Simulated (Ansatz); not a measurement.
`C=C([SiH3])[SiH2][SiH3]` → `C=C([SiH3])[SiH3]` + `[SiH2]`  (silylene loss)

Program: Ansatz. Geometries: PBE0-D4/def2-TZVP. ΔE: electronic, gas phase. CCSD(T)/CBS is the MP2 limit (def2-TZVPP, def2-QZVPP) plus CCSD(T) − MP2 in def2-TZVPP, frozen cores. This one scheme is used for every species. Functionals use def2-TZVPP. Each species was taken in one conformer, which may not be the lowest.

`C=C([SiH3])[SiH2][SiH3]`:

Z-matrix (Å, degrees):
```
Si
C 1 1.866
H 1 1.488 2 110.5
H 1 1.487 2 109.3 3 120.7
H 1 1.488 2 110.4 3 -118.9
Si 2 1.869 1 121.0 3 58.9
C 2 1.337 1 119.4 3 -122.3
Si 6 2.343 2 111.0 1 64.6
H 6 1.491 2 110.1 1 -55.1
H 6 1.491 2 109.0 1 -174.3
H 7 1.089 2 122.3 1 -180.0
H 7 1.089 2 122.2 1 0.1
H 8 1.488 6 110.6 2 -62.4
H 8 1.488 6 110.3 2 177.5
H 8 1.488 6 110.2 2 57.5
```

`C=C([SiH3])[SiH3]`:

Cartesian coordinates in Å:
```
C -0.209 0.179 -1.621
C -0.039 0.033 -0.303
Si 0.620 -1.580 0.363
Si -0.465 1.447 0.838
H -0.590 1.100 -2.061
H 0.024 -0.615 -2.329
H -0.356 -2.191 1.307
H 1.887 -1.355 1.111
H 0.870 -2.515 -0.766
H -0.954 2.599 0.034
H 0.730 1.860 1.622
H -1.517 1.035 1.806
```

`[SiH2]`:

```xyz
3

Si   -0.197    0.375   -0.572
H    -0.913   -0.582    0.376
H     1.110    0.207    0.195
```

| level | ΔE (kJ/mol) |
| --- | --- |
| PBE0-D4 | 259.8 |
| ωB97X-V | 249.4 |
| ωB97M-V | 230.1 |
| B2PLYP | 230.5 |
| PBE0 | 250.7 |
| SCS-MP2/def2-TZVPP | 232.9 |
| HF/def2-QZVPP | 208.0 |
| MP2/CBS(def2) | 253.7 |

(1) What does CCSD(T)/CBS give? (An estimate is asked.)

Largest T1 diagnostic among the species: 0.014.

## Answers

(1) Computed: +238.7 kJ/mol. The listed levels differ from it by 21.1, 10.7, -8.6, -8.2, 12.0, -5.8, -30.7, 15.0 kJ/mol.

From PBE to PBE0 (25 % exact exchange), in def2-TZVPP and without D4, ΔE moves by +5.8 kJ/mol. The D4 term adds +16.0 kJ/mol with B3LYP and +9.1 kJ/mol with PBE0; it sums over pairs of atoms, weighted by their polarisabilities, and B3LYP, whose exchange is more repulsive, gets the larger term.

B3LYP here is the variant with VWN-RPA as its local correlation; programs differ in this.
